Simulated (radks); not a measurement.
Charge is removed step by step from the 1s1/2 level of Li, starting from [He] 2s1. Method: Dirac Kohn-Sham, PBE, spin-unpolarised, spherical densities, finite nucleus; Fermi nuclear charge, rms radius 2.444 fm; computed with a radial shooting solver on a logarithmic mesh with Libxc functionals.

| removed (e) | E - E(0) (eV) | eigenvalue (eV) | E minus straight line (eV) |
|---|---|---|---|
| 0 | 0.000 | -51.854 | 0.000 |
| 0.1 | 5.340 | -54.962 | -1.501 |
| 0.2 | 10.995 | -58.151 | -2.686 |
| 0.3 | 16.973 | -61.414 | -3.549 |
| 0.4 | 23.280 | -64.749 | -4.082 |
| 0.5 | 29.925 | -68.150 | -4.279 |
| 0.6 | 36.912 | -71.613 | -4.132 |
| 0.7 | 44.249 | -75.133 | -3.636 |
| 0.8 | 51.941 | -78.706 | -2.785 |
| 0.9 | 59.992 | -82.324 | -1.574 |
| 1 | 68.407 | -85.981 | 0.000 |

Removing the whole electron costs 68.407 eV by Delta-SCF, against 51.854 eV from minus the eigenvalue at the starting occupation. Slater's transition state (half an electron removed) gives 68.150 eV. Integrating minus the eigenvalue over the occupation (Janak's theorem) gives 68.407 eV. The mean slope of the eigenvalue, de/dn, is 34.1 eV per electron.
